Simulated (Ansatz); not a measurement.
`C[O][Ge]([CH3])([OH])[OH]` → 2 C• + Ge• + 8 H• + 3 O•  (atomization)

Calculated with Ansatz (gas phase, PBE0-D4/def2-TZVP geometries, no zero-point term in ΔE). CBS: MP2 limit from def2 TZ/QZ plus the TZ coupled-cluster correction, frozen cores. This one scheme is used for every species, atoms too. DFT in def2-TZVPP. B3LYP here is the variant with VWN-RPA as its local correlation; programs differ in this. Open shells (•) are unrestricted, without spin–orbit coupling. Spin–orbit coupling would lower the free atoms: a little for C, O; clearly for Ge. Bonds to Ge are less sure, by a few kJ/mol each and by 10 to 20 or more in all where they break to atoms, as the def2 sets lack core-valence functions. Scalar relativity is left out up to krypton. Each species was taken in one conformer, which may not be the lowest.

`C[O][Ge]([CH3])([OH])[OH]`:

Cartesian coordinates in Å:
```
C 1.815 0.286 0.981
O 1.267 0.286 -0.317
Ge -0.491 0.205 -0.546
C -1.308 -1.424 0.070
O -0.643 0.457 -2.287
O -1.273 1.534 0.323
H 1.665 -0.675 1.490
H 2.891 0.457 0.896
H 1.389 1.078 1.608
H -2.345 -1.454 -0.264
H -0.774 -2.284 -0.334
H -1.288 -1.461 1.159
H 0.221 0.614 -2.679
H -1.126 2.383 -0.101
```

| level | ΔE (kJ/mol) |
| --- | --- |
| r2SCAN-D4 | 5292.5 |
| B3LYP | 5211.3 |
| HF/def2-TZVPP | 3741.9 |
| SCS-MP2/def2-TZVPP | 5246.9 |
| HF/def2-QZVPP | 3747.7 |
| SCS-MP2/def2-QZVPP | 5335.5 |
| MP2/CBS(def2) | 5416.7 |
| CCSD/CBS(def2) | 5229.4 |

Question: What does CCSD(T)/CBS give? (Estimate.)

Answer: The calculation gave: +5311.5 kJ/mol. The listed levels differ from it by -19.0, -100.2, -1569.6, -64.6, -1563.8, 24.0, 105.2, -82.1 kJ/mol.

Largest T1 diagnostic among the species: 0.011.

The D4 term adds +44.7 kJ/mol with B3LYP and +23.9 kJ/mol with PBE0; it sums over pairs of atoms, weighted by their polarisabilities, and B3LYP, whose exchange is more repulsive, gets the larger term. In def2-TZVPP, CCSD(T) changes the Hartree–Fock value by +1438.6 kJ/mol (the triples alone add +82.2 kJ/mol) and MP2 by +1543.8 kJ/mol; breaking electron pairs costs correlation energy, which Hartree–Fock lacks.

For atomizations the MP2-based limit and the directly extrapolated one differ by several kJ/mol either way, and by 10 to 25 for some Ge, Se and Sn compounds, so smaller differences from it don't rank the levels.
